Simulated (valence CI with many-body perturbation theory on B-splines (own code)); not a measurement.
W60+: what the settings do

Computed by valence CI with perturbative core correlation (CI+MBPT): four valence electrons over a frozen Dirac-Fock core [Ne], a basis of 6 s, 6 p, 5 d, 3 f, 1 g functions for each j, with the one-electron correlation potential Σ1 (screened to all orders), the two-electron term Σ2, the three-electron term Σ3, Breit, model QED; selected single and double excitations, second order for the rest, scaled by the run's own slope (own B-spline code, finite nucleus).

No measured spectrum was set against this ion. As an estimate, large intervals hold to a few tenths of a per cent, small ones and those within an open d or f shell to about a per cent.

The reference run has the lowest level (3s^2 3p1/2^2) J=0 and an ionisation energy of 6586.64 eV. Its largest variational space holds 9998 state functions.

Levels are named by their leading jj configuration (3d3/2^4 stands for four electrons in 3d with j = 3/2), which in mixed levels can hold well under half, so a name can repeat and another be missing.

| Level | Reference (cm⁻¹) | Shift (cm⁻¹) |
| --- | --- | --- |
| (3s^2 3p1/2 3p3/2) J=1 | 2805170 | -15 |
| (3s^2 3p1/2 3p3/2) J=2 | 2880530 | -47 |
| (3s 3p1/2^2 3p3/2) J=2 | 4165600 | -45 |
| (3s 3p1/2^2 3p3/2) J=1 | 4388860 | +2.1 |
| (3s^2 3p1/2 3d3/2) J=2 | 4581440 | -82 |
| (3s^2 3p1/2 3d3/2) J=1 | 4934960 | -22 |
| (3s^2 3p1/2 3d5/2) J=2 | 5393800 | -25 |
| (3s^2 3p1/2 3d5/2) J=3 | 5403080 | -46 |
| (3s^2 3p3/2^2) J=2 | 5742700 | -17 |
| (3s^2 3p3/2^2) J=0 | 5907620 | +67 |
| (3s 3p1/2^2 3d3/2) J=1 | 5975630 | -17 |
| (3s 3p1/2^2 3d3/2) J=2 | 6035230 | -42 |

The ionisation energy moves by -0.0017 eV.

Question: Which of these changes was made?
A. averaging of valence orbitals over low configurations on → off
B. orbitals per symmetry with explicit Σ2 and valence Breit (the others get mean screening factors) 5 → 2
C. scale of Σ2 1 → 0

Answer: B. orbitals per symmetry with explicit Σ2 and valence Breit (the others get mean screening factors) 5 → 2.
